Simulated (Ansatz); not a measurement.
An input meant for Co(NH2)2 (CoN₂H₄) (charge 0, quartet).

```yaml
crystal:
  periodic: [false, false, false]
  atoms:
    - {symbol: Co, position_ang: [0.003223, -0.003458, -0.000032]}
    - {symbol: N, position_ang: [0.006982, -0.016662, 1.816431]}
    - {symbol: H, position_ang: [0.623062, 0.520091, 2.408842]}
    - {symbol: H, position_ang: [-0.616569, -0.552442, 2.402257]}
    - {symbol: N, position_ang: [-0.001805, 0.012110, -1.816486]}
    - {symbol: H, position_ang: [0.613369, 0.555188, -2.404003]}
    - {symbol: H, position_ang: [-0.628261, -0.514838, -2.407009]}
basis:
  gaussian: {orbitals: cc-pVTZ-PP}
magnetization: {spin_polarized: true, initial_magnetization: 3}
hamiltonian: {xc: {name: wPBEh}}
scf: {omitted_lower_state_checks: [starts]}
```

```sh
$ ansatz run in.yaml --threads 2 --pin off --events-out ev --progress --plain --max-ram 4352MiB
```

Output, abridged:

```
Functional definition: wPBEh
Error: [file] the basis set cc-pVTZ-PP has no functions for Co
```

In this input the basis set is misnamed or doesn't suit the job. The input was rejected before any iteration.
